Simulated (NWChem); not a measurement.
Species: CH₇NSi₂; SMILES [SiH2]1C[SiH2]N1

```xyz
11

C      0.0000     0.0000     1.3506
Si     1.3099     0.0000    -0.0367
N      0.0000     0.0000    -1.2169
Si    -1.3099     0.0000    -0.0367
H      0.0000     0.9013     1.9941
H      0.0000    -0.9013     1.9941
H      2.2053    -1.2151    -0.0774
H      2.2053     1.2151    -0.0774
H      0.0000     0.0000    -2.2372
H     -2.2053     1.2151    -0.0774
H     -2.2053    -1.2151    -0.0774
```
Atoms are numbered in this order, from 1.

Computed with NWChem. Medium grid unless said otherwise, to which SCAN and Minnesota functionals are sensitive. The geometry was optimised at PBE-D3(BJ)/def2-SVP. B3LYP is NWChem's, with the RPA form of VWN correlation. Total energies of different functionals are on different scales.

| level | energy (Ha) | highest occupied level (eV) | orbital gap (eV) | dipole (D) |
|---|---|---|---|---|
| B3LYP/def2-SVP | -675.8788 | -6.92 | 6.89 | 0.38 |
| PBE/def2-SVP | -675.4041 | [?] | [?] | 0.39 |
| OLYP/def2-SVP | -675.7858 | -5.71 | 5.25 | 0.39 |
| B3PW91/def2-SVP | -675.7466 | -6.98 | 6.96 | 0.37 |
| Hartree-Fock/def2-SVP | -674.0463 | -10.49 | 13.95 | 0.37 |
| M05-2X/def2-SVP | -675.8049 | -8.48 | 9.56 | 0.34 |
| M06/def2-SVP | -675.7484 | -7.24 | 7.51 | 0.36 |
| BHandHLYP/def2-SVP | -675.7780 | -8.43 | 9.52 | 0.37 |

Question: Complete the blanks.

Answer: 
- PBE/def2-SVP, highest occupied level (eV): -5.83
- PBE/def2-SVP, orbital gap (eV): 5.10
